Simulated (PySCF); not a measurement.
C₆H₉F₂O (doublet state).
Structure used (GFN2-xTB), in Å, numbered top down from 1:
```
atom  x, y, z in Å
C1     1.5368   -1.5132   -0.2031
C2     0.8312   -0.3452   -0.2940
C3     1.5411    0.8881   -0.8099
F4     2.8831    0.6714   -0.9824
C5    -0.5187   -0.1960    0.0375
C6    -1.2264    1.1223   -0.1208
O7    -0.7747    2.0934    0.8068
C8    -1.3285   -1.3043    0.6307
F9    -2.1987   -0.8127    1.5835
H10    1.1006   -2.4321    0.1387
H11    2.5739   -1.5412   -0.4807
H12    1.4372    1.7222   -0.1094
H13    1.1464    1.1821   -1.7900
H14   -2.3090    0.9783   -0.0175
H15   -1.0274    1.5546   -1.1062
H16   -0.9992    1.7874    1.6936
H17   -1.9600   -1.7940   -0.1251
H18   -0.7163   -2.0547    1.1366
```

The hyperfine couplings belong to this conformer and change with its torsions.

The species is `C=C([C](CO)CF)CF` [radical].

Computed, not measured: PySCF 2.14.0, UKS B3LYP, pcH-1 on C F H O, non-relativistic, mean-field spin-orbit, GIAO. One conformer (not necessarily the lowest) at the GFN2-xTB geometry, without solvent, vibrations or thermal averaging. Couplings are sensitive to structure, and on GFN2-xTB geometries they can be far from those on DFT ones. No stability test was run, so a lower SCF solution isn't excluded. ⟨S²⟩ is 0.776 where a pure state has 0.75.

Give the principal g shifts and their parts.

| Δg (ppm) | 1 | 2 | 3 |
| --- | --- | --- | --- |
| relativistic mass correction | -153 | -153 | -153 |
| gauge correction | 13 | 43 | 37 |
| orbital Zeeman/spin–orbit | -172 | 232 | 391 |
| total | -312 | 123 | 276 |

So g = 2.00201, 2.00244, 2.00259 and g_iso = 2.00235; the tensor is rhombic: the two nearest values differ by 26 % of g3 − g1. Axes: g3 points within 10° of the C1–H10 bond.

At 33.944 GHz, how far is the centre of the isotropic spectrum from where a free electron (g = 2.002319) resonates?

B = hν/(g μB) with μB/h = 13.99624 MHz/mT gives 1211.21 mT for the free electron and 1211.19 mT at g_iso, 0.02 mT lower.

What are the electron Larmor frequencies g μB B/h along the three axes at 1200 mT?

33.6247, 33.6320, 33.6346 GHz for g1, g2 and g3, a range of 9.9 MHz.

What effective moment and Curie constant follow for a powder?

With the mean of g² = 4.0094 and S(S+1) = 0.75: μ_eff = √(⟨g²⟩S(S+1)) = 1.734 μB and χT = 0.12505·⟨g²⟩·S(S+1) = 0.376 cm³ K/mol (cgs; spin-Hamiltonian part alone).

In a frozen sample, at which fields do the three g values resonate at 9.5, 34, 94 and 263 GHz (hyperfine left aside), and which band first spreads them over more than twice a line width of 1.0 mT?

| band | GHz | B(g3) mT | B(g2) mT | B(g1) mT | spread mT |
| --- | --- | --- | --- | --- | --- |
| X | 9.5 | 338.94 | 338.96 | 339.04 | 0.10 |
| Q | 34.0 | 1213.04 | 1213.13 | 1213.39 | 0.36 |
| W | 94.0 | 3353.69 | 3353.95 | 3354.68 | 0.99 |
| J | 263.0 | 9383.20 | 9383.92 | 9385.96 | 2.76 |

The spread grows in proportion to the frequency. J band is the first where it exceeds 2.0 mT.

The Mulliken spin populations are largest on C5 (+0.68), C1 (+0.61) and C2 (-0.26). The angles at C5 add up to 359.9°, so it is planar.

The HOMO–LUMO gaps are 5.97 eV among the α and 4.98 eV among the β orbitals.
